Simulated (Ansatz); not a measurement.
These are frozen-core CCSD(T)/def2-TZVPP // PBE0-D3(BJ)/def2-TZVP run with Ansatz (an electronic-structure program) values and carry that method's errors. The restricted HF reference is unstable towards unrestricted orbitals.

Ansatz 0.2 input:
```yaml
crystal:
  periodic: [false, false, false]
  atoms:
    - { symbol: B, position_ang: [1.646693, -0.086617, -0.115811] }
    - { symbol: Si, position_ang: [-0.157258, 0.640228, 0.173864] }
    - { symbol: C, position_ang: [-1.518625, -0.39713, -0.016363] }
    - { symbol: H, position_ang: [2.642194, 0.562275, -0.003134] }
    - { symbol: H, position_ang: [1.734894, -1.238826, -0.419645] }
    - { symbol: H, position_ang: [-0.417013, 2.051246, 0.553037] }
    - { symbol: H, position_ang: [-1.379892, -1.437466, -0.293296] }
    - { symbol: H, position_ang: [-2.550995, -0.093709, 0.121347] }
basis:
  gaussian: { orbitals: def2-TZVPP }
correlation:
  method: ccsd_t
```

Output:

```
Functional definition: HF
1002 factors; integrals over basis functions are off by at most 1.2e-3 eV
mean field evaluation 1: about -9639.0708 eV, gradient 3.0e1 eV
mean field evaluation 2: about -9639.0717 eV, gradient 3.0e1 eV
mean field evaluation 4: about -9641.9252 eV, gradient 3.5e0 eV
mean field evaluation 8: about -9641.9935 eV, gradient 3.0e-1 eV
mean field evaluation 16: about -9641.9256 eV, gradient 3.5e0 eV
mean field -9641.99437296 eV, -354.3367576278 hartree, gradient 8.2e-6 eV, S^2 0.000000; 0 other end points of the search recorded, 0 dependent functions left out; unrestricted orbitals would lower it
7 core orbitals not correlated
reference -9641.99437296 eV, -354.3367576278 hartree; 8, 8 occupied and 159, 159 virtual orbitals, 1002 factors
second order -10.60403046 eV of doubles, -0.00000000 eV of singles
cycle   1  -11.29383391 eV  change   -6.9e-1 eV  update   9.2e-2
cycle   2  -11.66229579 eV  change   -3.7e-1 eV  update   3.3e-2
cycle   3  -11.75677707 eV  change   -9.4e-2 eV  update   1.9e-2
cycle   4  -11.75325224 eV  change    3.5e-3 eV  update   6.1e-3
cycle   5  -11.75165866 eV  change    1.6e-3 eV  update   3.9e-3
cycle   6  -11.75134679 eV  change    3.1e-4 eV  update   1.5e-3
cycle   7  -11.75147352 eV  change   -1.3e-4 eV  update   6.5e-4
cycle   8  -11.75156898 eV  change   -9.5e-5 eV  update   2.1e-4
cycle   9  -11.75153443 eV  change    3.5e-5 eV  update   5.5e-5
cycle  10  -11.75150675 eV  change    2.8e-5 eV  update   1.7e-5
cycle  11  -11.75150702 eV  change   -2.7e-7 eV  update   5.9e-6
perturbative correction -0.54699668 eV, -0.0201017571 hartree
Total energy: -9654.29287666 eV, -354.7887193026 hartree
```

Cost: about 40 core-seconds (a rough figure).
